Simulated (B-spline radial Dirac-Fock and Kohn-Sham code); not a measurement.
## Core and valence levels of Rh²²⁺

System: the Rh²²⁺ ion in the configuration [Ar] 3d5; nuclear rms radius 4.4945 fm (A = 103).

Model: Dirac-Fock ΔSCF + Breit + QED. Program: a B-spline atomic structure program. Electron correlation is not included. Energies are counted from the vacuum level.

All terms are in eV, carry their sign (relaxation lowers the binding energy) and add up to the binding energy; ⟨r⟩ is the mean radius of the orbital in the initial state.

| subshell | −ε (Koopmans) | relaxation | Gaunt | retardation | self-energy | vacuum polarisation | binding energy | ⟨r⟩ (bohr) |
| --- | --- | --- | --- | --- | --- | --- | --- | --- |
| K | 24181.1 | -38.74 | -49.63 | 3.84 | -25.92 | 3.16 | 24073.8 | 0.033 |
| L1 | 4274.0 | -12.97 | -4.49 | 0.25 | -3.09 | 0.35 | 4254.1 | 0.141 |
| L2 | 4010.2 | -15.43 | -7.80 | 0.84 | 0.25 | -0.01 | 3988.0 | 0.120 |
| L3 | 3863.7 | -14.73 | -5.63 | 0.97 | -0.03 | -0.02 | 3844.3 | 0.124 |
| M1 | 1357.5 | -1.83 | -0.83 | 0.06 | -0.67 | 0.07 | 1354.3 | 0.368 |
| M2 | 1252.2 | -2.08 | -1.45 | 0.17 | 0.04 | 0.00 | 1248.9 | 0.358 |
| M3 | 1222.5 | -1.94 | -1.01 | 0.20 | -0.01 | 0.00 | 1219.7 | 0.366 |
| M4,5 | 1060.5 | -2.58 | -0.39 | 0.07 | 0.04 | 0.00 | 1057.7 | 0.332 |

For the deepest level, K (1s), the Breit terms make up -0.190 % of the binding energy, QED -0.095 % and orbital relaxation -0.161 %.

Spin-orbit splittings: 2p 143.8 eV, 3p 29.16 eV.

Going to the tabulated ground configuration of the next ion removes an electron from M4,5 (3d), computed at 1057.7 eV. NIST lists 1061 ± 4 eV as the ionisation energy of this species (theoretical), +3.34 eV from the computed value, within the stated uncertainty.
